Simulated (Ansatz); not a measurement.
Basis-set extrapolation for C$_{3}$H$_{9}$AlFN, SMILES `CC(C)[NH][AlH][F]` (PBE0-D4/def2-TZVP geometry, frozen core, Ansatz 0.2.0). Multiplicity 1, RHF reference.

```json
{"": "HF", "def2-TZVPP": "-514.883824", "def2-QZVPP": "-514.904638"}
{"": "MP2 correlation", "def2-TZVPP": "-1.071603", "def2-QZVPP": "-1.150242"}
{"": "CCSD(T) correlation", "def2-TZVPP": "-1.158468", "def2-QZVPP": "not run"}
```

Energies in hartree. Use E(X) = E(∞) + A·exp(−7.88·√X) for Hartree–Fock and E(X) = E(∞) + B·X^(−2.97) for correlation, with X = 3 and 4, and add CCSD(T) minus MP2 of the smaller set to the MP2 limit.

**Question.** What is the CCSD(T) energy at the basis-set limit?

**Answer.** HF limit: -514.904638 + (-0.020814) × 0.13774 = -514.90750. MP2 limit: -1.150242 + (-0.078639) × 0.74074 = -1.20849. Higher-order term: -1.158468 − (-1.071603) = -0.08686. Total: -516.20285 hartree, 4.37 eV below CCSD(T)/def2-TZVPP.
